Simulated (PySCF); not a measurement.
## `FC(F)Oc1ccccn1`: 4 charge schemes on one density

C6H5F2NO.
SMILES with atom numbers: `[F:1][CH:2]([F:3])[O:4][c:5]1[cH:6][cH:7][cH:8][cH:9][n:10]1` (hydrogens: H11 on C2; H12 on C6; H13 on C7; H14 on C8; H15 on C9)

Geometry (PBE0-D3(BJ)/def2-SVP, Å), atoms numbered from 1 in this order:
```xyz
15
C6H5F2NO angstrom
F      2.8249    0.0390    1.5868
C      2.6322    0.1746    0.2683
F      3.7549   -0.1857   -0.3535
O      1.6577   -0.7020   -0.1455
C      0.3602   -0.3078   -0.1008
C     -0.5953   -1.2516   -0.4970
C     -1.9246   -0.8612   -0.4651
C     -2.2510    0.4332   -0.0481
C     -1.2129    1.2785    0.3213
N      0.0702    0.9125    0.2988
H      2.3761    1.2199    0.0448
H     -0.2780   -2.2458   -0.8128
H     -2.7075   -1.5627   -0.7631
H     -3.2865    0.7746   -0.0085
H     -1.4168    2.3010    0.6568
```

Density: PBE0/pcSseg-1 (PySCF); schemes: Mulliken, IAO, Hirshfeld and ESP-fitted. The structure is a single PBE0-D3(BJ)/def2-SVP conformer in the gas phase; no vibrational or solvent corrections.

Give the atomic charges in each scheme.

In e:

```json
{"atom": "F1", "environment": "fluorine of a CF2 group", "Mulliken": "-0.283", "IAO": "-0.294", "Hirshfeld": "-0.107", "ESP-fitted": "-0.208"}
{"atom": "C2", "environment": "CHF2 carbon", "Mulliken": "+0.695", "IAO": "+0.609", "Hirshfeld": "+0.202", "ESP-fitted": "+0.517"}
{"atom": "F3", "environment": "fluorine of a CF2 group", "Mulliken": "-0.268", "IAO": "-0.284", "Hirshfeld": "-0.101", "ESP-fitted": "-0.201"}
{"atom": "O4", "environment": "aryl ether oxygen", "Mulliken": "-0.474", "IAO": "-0.333", "Hirshfeld": "-0.121", "ESP-fitted": "-0.433"}
{"atom": "C5", "environment": "aromatic carbon bearing oxygen", "Mulliken": "+0.494", "IAO": "+0.323", "Hirshfeld": "+0.137", "ESP-fitted": "+0.902"}
{"atom": "C6", "environment": "aromatic CH carbon", "Mulliken": "-0.153", "IAO": "-0.200", "Hirshfeld": "-0.063", "ESP-fitted": "-0.658"}
{"atom": "C7", "environment": "aromatic CH carbon", "Mulliken": "-0.011", "IAO": "-0.110", "Hirshfeld": "-0.024", "ESP-fitted": "+0.247"}
{"atom": "C8", "environment": "aromatic CH carbon", "Mulliken": "-0.198", "IAO": "-0.198", "Hirshfeld": "-0.061", "ESP-fitted": "-0.553"}
{"atom": "C9", "environment": "aromatic CH next to a ring nitrogen", "Mulliken": "+0.158", "IAO": "+0.001", "Hirshfeld": "+0.023", "ESP-fitted": "+0.372"}
{"atom": "N10", "environment": "pyridine-type nitrogen", "Mulliken": "-0.516", "IAO": "-0.327", "Hirshfeld": "-0.165", "ESP-fitted": "-0.681"}
{"atom": "H11", "environment": "methine hydrogen", "Mulliken": "+0.101", "IAO": "+0.154", "Hirshfeld": "+0.043", "ESP-fitted": "+0.059"}
{"atom": "H12", "environment": "aromatic hydrogen", "Mulliken": "+0.118", "IAO": "+0.173", "Hirshfeld": "+0.060", "ESP-fitted": "+0.242"}
{"atom": "H13", "environment": "aromatic hydrogen", "Mulliken": "+0.113", "IAO": "+0.163", "Hirshfeld": "+0.063", "ESP-fitted": "+0.107"}
{"atom": "H14", "environment": "aromatic hydrogen", "Mulliken": "+0.107", "IAO": "+0.161", "Hirshfeld": "+0.057", "ESP-fitted": "+0.212"}
{"atom": "H15", "environment": "aromatic hydrogen", "Mulliken": "+0.116", "IAO": "+0.160", "Hirshfeld": "+0.057", "ESP-fitted": "+0.076"}
```

Mean size of the charges over all atoms: ESP-fitted 0.365 e, Mulliken 0.254 e, IAO 0.233 e, Hirshfeld 0.086 e. Each set sums to the total charge, 0, to within 0.001 e. The Hirshfeld scheme weights the molecular density at each point by an atom's share of the summed free-atom densities.

Lowest charge. The schemes don't all agree: Mulliken N10 (-0.516); IAO O4 (-0.333); Hirshfeld N10 (-0.165); ESP-fitted N10 (-0.681).

Highest charge. The schemes don't all agree: Mulliken C2 (+0.695); IAO C2 (+0.609); Hirshfeld C2 (+0.202); ESP-fitted C5 (+0.902).

Sum the charges by element, for elements with more than one atom.

```json
{"element": "F", "atoms": "2", "Mulliken": "-0.551", "IAO": "-0.578", "Hirshfeld": "-0.208", "ESP-fitted": "-0.409"}
{"element": "C", "atoms": "6", "Mulliken": "+0.986", "IAO": "+0.426", "Hirshfeld": "+0.214", "ESP-fitted": "+0.827"}
{"element": "H", "atoms": "5", "Mulliken": "+0.555", "IAO": "+0.812", "Hirshfeld": "+0.280", "ESP-fitted": "+0.696"}
```

How closely do the schemes follow one another over all atoms?

Correlation coefficient and root-mean-square difference: IAO with Hirshfeld 0.99, 0.172 e; Mulliken with Hirshfeld 0.98, 0.222 e; Mulliken with IAO 0.96, 0.097 e; Mulliken with ESP-fitted 0.87, 0.225 e; Hirshfeld with ESP-fitted 0.85, 0.358 e; IAO with ESP-fitted 0.80, 0.274 e.
